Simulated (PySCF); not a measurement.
## Polarisability of `N#Cc1cccc[s+]1`

Species: C₆H₄NS (charge +1).
Geometry (PBE0-D3(BJ)/def2-SVP, Å), atoms numbered from 1 in this order:
```
atom  x, y, z in Å
N1     3.6857   -0.8061   -0.1730
C2     2.5434   -0.6146   -0.1282
C3     1.1410   -0.3793   -0.0748
C4     0.6108    0.9066   -0.0721
C5    -0.7618    1.1597   -0.0219
C6    -1.7253    0.1485    0.0290
C7    -1.3898   -1.1925    0.0358
S8     0.1814   -1.7906   -0.0152
H9     1.3145    1.7423   -0.1117
H10   -1.0944    2.2013   -0.0234
H11   -2.7853    0.4133    0.0657
H12   -2.1516   -1.9790    0.0770
```

Level: CAM-B3LYP/def2-SVPD (PySCF), static field, nuclei fixed, core orbitals frozen in the response. The polarisability tensor in these axes (au):

```
x   122.87  -6.01  -2.94
y    -6.01  87.97  -0.36
z    -2.94  -0.36  46.79
```

Task: Give the principal values, the mean and the anisotropy Δα = √{½[(α1 − α2)² + (α2 − α3)² + (α1 − α3)²]}.

Result: Principal values 46.67, 86.98 and 123.98 au; mean 85.88 au = 12.73 Å³ = 14.16 × 10⁻⁴⁰ C²·m²/J; Δα = 66.98 au (78 % of the mean).

Task: In TDDFT the mean static polarisability is Σ f/ω² over all singlet excitations (ω in hartree). How much of it do the 6 lowest give? Their energies (eV) and oscillator strengths: 4.41, 0.1586; 5.00, 0.0005; 5.26, 0.0362; 6.02, 0.0020; 6.10, 0.0072; 6.14, 0.2572.

Result: They add up to 12.27 au, 14.3 % of the 85.88 au; the largest single term is 6.05 au, from the state at 4.41 eV. Terms in order: 6.05, 0.01, 0.97, 0.04, 0.14, 5.05 au. Higher excitations give the rest. The strengths listed sum to 0.462.

Task: Along which axes do the principal values lie, and how far do the nuclei extend along each?

Result: Largest value along (0.99, -0.16, -0.04), where the nuclei span 6.59 Å; middle along (0.16, 0.99, -0.02), 4.30 Å; least along (0.04, 0.01, 1.00), 0.00 Å. The response follows the extents in order.

Task: Traceless (Buckingham) quadrupole moment about the centre of nuclear charge: eigenvalues?

Result: -13.10, 1.35, 11.74 D·Å. The values depend on the origin, since the species is charged. The electronic extent ⟨r²⟩ about the same centre is 1019 bohr², a root-mean-square distance of 2.14 Å for the 62 electrons.

Isolated species at its PBE0-D3(BJ)/def2-SVP geometry, gas phase.
